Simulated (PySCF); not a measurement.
Si(H)2(F)(OH) (FH3OSi), SMILES O[SiH2]F. Geometry optimised at B3LYP-D3(BJ)/def2-TZVP. The geometry has at least one imaginary mode, so it is a saddle point at that level. Other conformers were not sampled.

TDDFT-B3LYP/def2-SVPD (PySCF) puts the lowest singlet excitations at 7.50, 7.75, 8.81, 8.93, 9.07, 9.32 eV.

### Question
What are the lowest excitation roots from ADC(2)/aug-cc-pVDZ run with PySCF 2.14.0? (The exact figures need the calculation; the answer reports its results.)

### Answer
7.57, 8.13, 8.78, 8.87, 8.96, 9.26 eV. S1 differs by 0.07 eV (second minus first; roots are paired by order, and the bases may differ).
